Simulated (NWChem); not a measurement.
The numbers come from NWChem runs, not from measurements. System: iodoethane (C2H5I), charge 0, spin multiplicity 1, at a geometry optimised with B3LYP/def2-SVP with def2 effective core potentials on I. Level: PBE/x2c-SVPall-2c, spin-orbit ZORA.

The NWChem input:

```
start mol
memory heap 200 mb stack 900 mb global 1100 mb
geometry units angstroms nocenter noautoz noautosym
  C      2.449903     0.388847     0.000000
  C      1.121057     1.117350     0.000000
  I     -0.599613    -0.248089     0.000000
  H      2.568306    -0.245376     0.891366
  H      3.268701     1.130596     0.000000
  H      2.568306    -0.245376    -0.891366
  H      0.974204     1.735838     0.894235
  H      0.974204     1.735838    -0.894235
end
basis spherical
  * library x2c-svpall-2c
end
relativistic
  zora on
end
dft
  xc xpbe96 cpbe96
  semidirect memsize 60000000 filesize 0
  iterations 100
  grid fine
end
task sodft energy
```

Part of the output:

```
             Northwest Computational Chemistry Package (NWChem) 7.3.0
             --------------------------------------------------------

                                NWChem Input Module
                                -------------------

 Scaling coordinates for geometry "geometry" by  1.889725989
 (inverse scale =  0.529177249)

                             Geometry "geometry" -> ""
                             -------------------------

 Output coordinates in angstroms (scale by  1.889725989 to convert to a.u.)

  No.       Tag          Charge          X              Y              Z
 ---- ---------------- ---------- -------------- -------------- --------------
    1 C                    6.0000     2.44990300     0.38884700     0.00000000
    2 C                    6.0000     1.12105700     1.11735000     0.00000000
    3 I                   53.0000    -0.59961300    -0.24808900     0.00000000
    4 H                    1.0000     2.56830600    -0.24537600     0.89136600
    5 H                    1.0000     3.26870100     1.13059600     0.00000000
    6 H                    1.0000     2.56830600    -0.24537600    -0.89136600
    7 H                    1.0000     0.97420400     1.73583800     0.89423500
    8 H                    1.0000     0.97420400     1.73583800    -0.89423500

 Effective nuclear repulsion energy (a.u.)     212.0429688535

            Nuclear Dipole moment (a.u.)
            ----------------------------
        X                 Y               Z
 ---------------- ---------------- ----------------
    -0.0000151178    -0.0000283459     0.0000000000


 Summary of "ao basis" -> "" (spherical)
 ------------------------------------------------------------------------------
       Tag                 Description            Shells   Functions and Types
 ---------------- ------------------------------  ------  ---------------------
 *                       x2c-svpall-2c                on all atoms

  pbe96 is a nonlocal functional; adding pw91lda local functional.

                                 NWChem DFT Module
                                 -----------------

 Summary of "ao basis" -> "ao basis" (spherical)
 ------------------------------------------------------------------------------
       Tag                 Description            Shells   Functions and Types
 ---------------- ------------------------------  ------  ---------------------
 C                       x2c-svpall-2c               6       14   3s2p1d
 I                       x2c-svpall-2c              18       50   6s8p4d
 H                       x2c-svpall-2c               3        5   2s1p

 Summary of "ao basis" -> "ao basis" (spherical)
 ------------------------------------------------------------------------------
       Tag                 Description            Shells   Functions and Types
 ---------------- ------------------------------  ------  ---------------------
 C                       x2c-svpall-2c               6       14   3s2p1d
 I                       x2c-svpall-2c              18       50   6s8p4d
 H                       x2c-svpall-2c               3        5   2s1p

            General Information
            -------------------
          SCF calculation type: DFT
          Wavefunction type:  closed shell.
          No. of atoms     :     8
          No. of electrons :    70
           Alpha electrons :    35
            Beta electrons :    35
          Charge           :     0
          Spin multiplicity:     1
          Use of symmetry is: off; symmetry adaption is: off
          Maximum number of iterations: 100
          AO basis - number of functions:   103
                     number of shells:    45
          Convergence on energy requested:  1.00D-06
          Convergence on density requested:  1.00D-05
          Convergence on gradient requested:  5.00D-04

              XC Information
              --------------
          PerdewBurkeErnzerhof Exchange Functional  1.000
            Perdew 1991 LDA Correlation Functional  1.000 local
           PerdewBurkeErnz. Correlation Functional  1.000 non-local

             Grid Information
             ----------------
          Grid used for XC integration:  fine
          Radial quadrature: Mura-Knowles
          Angular quadrature: Lebedev.
          Tag              B.-S. Rad. Rad. Pts. Rad. Cut. Ang. Pts.
          ---              ---------- --------- --------- ---------
          C                   0.70       70          10.0       590
          I                   1.40      141          11.0       974
          H                   0.35       60          11.0       590
          Grid pruning is: on
          Number of quadrature shells:   581
          Spatial weights used:  Erf1

          Convergence Information
          -----------------------
          Convergence aids based upon iterative change in
          total energy or number of iterations.
          Levelshifting, if invoked, occurs when the
          HOMO/LUMO gap drops below (HL_TOL):  1.00D-02
          DIIS, if invoked, will attempt to extrapolate
          using up to (NFOCK): 10 stored Fock matrices.

                    Damping( 0%)  Levelshifting(0.5)       DIIS
                  --------------- ------------------- ---------------
          dE  on:    start            ASAP                start
          dE off:    2 iters        100 iters           100 iters

      Screening Tolerance Information
      -------------------------------
          Density screening/tol_rho:  1.00D-10
          AO Gaussian exp screening on grid/accAOfunc:  14
          CD Gaussian exp screening on grid/accCDfunc:  20
[...]
 ---------------- ----- ----------------- --------- --------- ---------  ------
 d= 0,ls=0.0,diis     1  -7276.7668840221 -7.49D+03  5.31D-02  1.11D+04    17.0
                                                     5.31D-02  1.11D+04
 d= 0,ls=0.0,diis     2  -7283.6091553359 -6.84D+00  1.35D-02  1.66D+01    17.9
                                                     1.35D-02  1.66D+01
 d= 0,ls=0.0,diis     3  -7283.5516692629  5.75D-02  1.11D-02  2.01D+00    18.8
                                                     1.11D-02  2.01D+00
 d= 0,ls=0.0,diis     4  -7283.4602056670  9.15D-02  6.23D-03  1.27D+00    20.1
                                                     6.23D-03  1.27D+00
 d= 0,ls=0.0,diis     5  -7283.8048914883 -3.45D-01  2.03D-03  3.37D-02    21.3
                                                     2.03D-03  3.37D-02
 d= 0,ls=0.0,diis     6  -7283.8106489953 -5.76D-03  6.42D-04  6.91D-03    22.5
                                                     6.42D-04  6.91D-03
 d= 0,ls=0.0,diis     7  -7283.8126619484 -2.01D-03  1.02D-04  3.87D-04    23.7
                                                     1.02D-04  3.87D-04
 d= 0,ls=0.0,diis     8  -7283.8127567981 -9.48D-05  2.25D-05  6.11D-06    24.9
                                                     2.25D-05  6.11D-06
 d= 0,ls=0.0,diis     9  -7283.8127588095 -2.01D-06  4.18D-06  2.44D-07    26.1
                                                     4.18D-06  2.44D-07
 d= 0,ls=0.0,diis    10  -7283.8127588826 -7.31D-08  9.58D-07  7.45D-09    27.0
                                                     9.58D-07  7.45D-09
  zoraso: enough mem for repl

      Total SO-DFT energy =    -7283.812758885398
      One electron energy =   -10371.469310363707
           Coulomb energy =     3070.974579124307
    Exchange-Corr. energy =     -195.360996499489
 Nuclear repulsion energy =      212.042968853493

       Scaling correction =      110.564961626064

 Numeric. integr. density =       70.000000023810

     Total iterative time =     14.1s

                       DFT Final Molecular Orbital Analysis
                       ------------------------------------

 Vector   68  Occ=1.000000D+00  E=-2.262459D-01
              MO Center= -2.5D-01, -9.7D-02,  2.0D-08, r^2= 1.2D+00
  Bfn.         Coefficient        Function           Bfn.         Coefficient        Function
  ----     -------------------  ------------         ----     -------------------  ------------
   155    -0.218222   0.359719  3 I  pz                51    -0.340621   0.083457  3 I  py
   152    -0.181758   0.299611  3 I  pz               146     0.158329  -0.260991  3 I  pz
    50     0.292050   0.004335  3 I  px                48    -0.287814   0.043031  3 I  py
    42     0.249250  -0.062816  3 I  py                47     0.234358  -0.026814  3 I  px
    41    -0.209802  -0.007224  3 I  px                 3    -0.103761   0.000371  1 C  s

 Vector   69  Occ=1.000000D+00  E=-2.049113D-01
              MO Center= -6.9D-02, -2.5D-02,  4.6D-08, r^2= 3.2D-01
  Bfn.         Coefficient        Function           Bfn.         Coefficient        Function
  ----     -------------------  ------------         ----     -------------------  ------------
    52    -0.243738  -0.431201  3 I  pz               154    -0.352149  -0.057863  3 I  py
    49    -0.168572  -0.298225  3 I  pz                43     0.165761   0.293252  3 I  pz
   153     0.290641   0.049385  3 I  px               151    -0.243821  -0.040930  3 I  py
   145     0.241840   0.039685  3 I  py               150     0.197393   0.032528  3 I  px
   144    -0.195337  -0.033310  3 I  px                40    -0.074378  -0.131585  3 I  pz

 Vector   70  Occ=1.000000D+00  E=-2.049113D-01
              MO Center= -2.4D-01, -9.5D-02, -1.5D-08, r^2= 1.1D+00
  Bfn.         Coefficient        Function           Bfn.         Coefficient        Function
  ----     -------------------  ------------         ----     -------------------  ------------
   155    -0.312870   0.383999  3 I  pz                51     0.356864   0.002264  3 I  py
   152    -0.216384   0.265579  3 I  pz               146     0.212777  -0.261151  3 I  pz
    50    -0.294807  -0.000263  3 I  px                48     0.247231   0.000713  3 I  py
    42    -0.245069  -0.001607  3 I  py                47    -0.200052  -0.001177  3 I  px
    41     0.198157   0.000059  3 I  px               143    -0.095474   0.117181  3 I  pz

 Vector   71  Occ=0.000000D+00  E=-5.663104D-02
              MO Center= -5.9D-04, -2.4D-04, -1.8D-09, r^2= 4.1D-03
  Bfn.         Coefficient        Function           Bfn.         Coefficient        Function
  ----     -------------------  ------------         ----     -------------------  ------------
   120     0.853493  -0.062205  2 C  s                153    -0.647726   0.009986  3 I  px
   154    -0.511985   0.069237  3 I  py               124    -0.402651   0.020129  2 C  px
   125    -0.341776   0.021275  2 C  py               121    -0.333308   0.022530  2 C  px
   137    -0.325096   0.019498  3 I  s                122    -0.281674   0.016230  2 C  py
   119     0.238663  -0.014963  2 C  s                150    -0.238022   0.016739  3 I  px

 Vector   72  Occ=0.000000D+00  E=-5.663104D-02
              MO Center=  8.7D-02,  1.7D-01,  2.9D-09, r^2= 2.3D+00
  Bfn.         Coefficient        Function           Bfn.         Coefficient        Function
  ----     -------------------  ------------         ----     -------------------  ------------
    17     0.689870   0.506360  2 C  s                 50    -0.543336  -0.352754  3 I  px
    51    -0.396864  -0.330789  3 I  py                21    -0.330358  -0.231077  2 C  px
    22    -0.278186  -0.199690  2 C  py                18    -0.270346  -0.196252  2 C  px
    34    -0.265002  -0.189319  3 I  s                 19    -0.229959  -0.163470  2 C  py
    16     0.194201   0.139535  2 C  s                 47    -0.192714  -0.140698  3 I  px

 Vector   73  Occ=0.000000D+00  E= 3.976769D-02
              MO Center= -6.5D-06, -1.8D-05,  6.5D-11, r^2= 3.9D-04
  Bfn.         Coefficient        Function           Bfn.         Coefficient        Function
  ----     -------------------  ------------         ----     -------------------  ------------
   106    -1.693209  -0.522055  1 C  s                120    -1.075640  -0.360578  2 C  s
   188     1.042528   0.324650  5 H  s                203     0.843197   0.274315  8 H  s
   198     0.843197   0.274315  7 H  s                193     0.659272   0.205277  6 H  s
   183     0.659272   0.205277  4 H  s                125    -0.506737  -0.160046  2 C  py
   110    -0.349881  -0.112570  1 C  px               136    -0.344615  -0.108021  3 I  s

   alpha - beta orbital overlaps
   -----------------------------

   alpha      1      2      3      4      5      6      7      8      9     10
    beta      1      2     50      4      5      6      4      5      6      4
 overlap   1.039  0.260  0.079  0.190  0.199  0.203  0.078  0.080  0.085  0.006

   alpha     11     12     13     14     15     16     17     18     19     20
    beta      6      5     20     19     15     16     15     18     19     20
 overlap   0.007  0.006  0.006  0.005  1.041  0.280  0.091  0.180  0.187  0.212

   alpha     21     22     23     24     25     26     27     28     29     30
    beta     18     19     20     50     20     19      6     51     29     30
 overlap   0.085  0.095  0.083  0.006  0.007  0.006  0.006  0.007  1.171  1.530

   alpha     31     32     33     34     35     36     37     38     39     40
    beta     31     32     33     33     35     36     37     38     39     40
 overlap   1.848  2.034  0.944  0.282  1.285  1.286  1.286  1.640  1.643  1.645

   alpha     41     42     43     44     45     46     47     48     49     50
    beta     41     42     43     35     36     37     50     51     52     50
 overlap   1.385  1.402  1.434  0.014  0.014  0.014  0.223  0.258  0.329  0.259

   alpha     51     52     53     54     55     56     57     58     59     60
    beta     51     52     41     42     43     35     36     37     59     60
 overlap   0.314  0.432  0.027  0.028  0.029  0.059  0.059  0.059  1.155  1.155

   alpha     61     62     63     64     65     66     67     68     69     70
    beta     61     62     63     64     65     66     67     68     64     65
 overlap   1.155  1.155  1.155  1.134  1.132  1.132  1.132  1.132  0.018  0.022

   alpha     71     72     73     74     75     76     77     78     79     80
    beta     66     67     68     64     65     66     67     68     79     79
 overlap   0.021  0.022  0.022  0.017  0.017  0.017  0.017  0.017  0.183  0.071

   alpha     81     82     83     84     85     86     87     88     89     90
    beta      4      2      2     84     84      2      2      6     89     89
 overlap   0.005  0.006  0.008  0.184  0.076  0.007  0.007  0.007  0.183  0.071

   alpha     91     92     93     94     95     96     97     98     99    100
    beta      4      2      2     94     94     18     20     16     99     99
 overlap   0.005  0.006  0.008  0.186  0.069  0.004  0.005  0.009  0.186  0.069

   alpha    101    102    103
    beta     18     20     16
 overlap   0.004  0.005  0.009

     --------------------------
     Expectation value of S2:
     --------------------------
      <S2> =      0.0221 (Exact =     0.0000)

     Multipole analysis of the density
     ---------------------------------

     L   x y z        total         alpha         beta         nuclear
     -   - - -        -----         -----         ----         -------
     0   0 0 0     -0.000000    -35.000000    -35.000000     70.000000

     1   1 0 0      0.601946      0.300981      0.300981     -0.000015
     1   0 1 0      0.388637      0.194333      0.194333     -0.000028
     1   0 0 1     -0.000000     -0.000000     -0.000000      0.000000

     2   2 0 0    -28.762464   -172.192100   -172.192100    315.621735
     2   1 1 0      1.722746    -47.228265    -47.228265     96.179275
     2   1 0 1      0.000000      0.000000      0.000000      0.000000
     2   0 2 0    -29.655163    -48.904504    -48.904504     68.153846
     2   0 1 1      0.000001      0.000000      0.000000      0.000000
     2   0 0 2    -30.975867    -21.180887    -21.180887     11.385907

 Task  times  cpu:       27.9s     wall:       27.9s

 Total times  cpu:       27.9s     wall:       27.9s
```
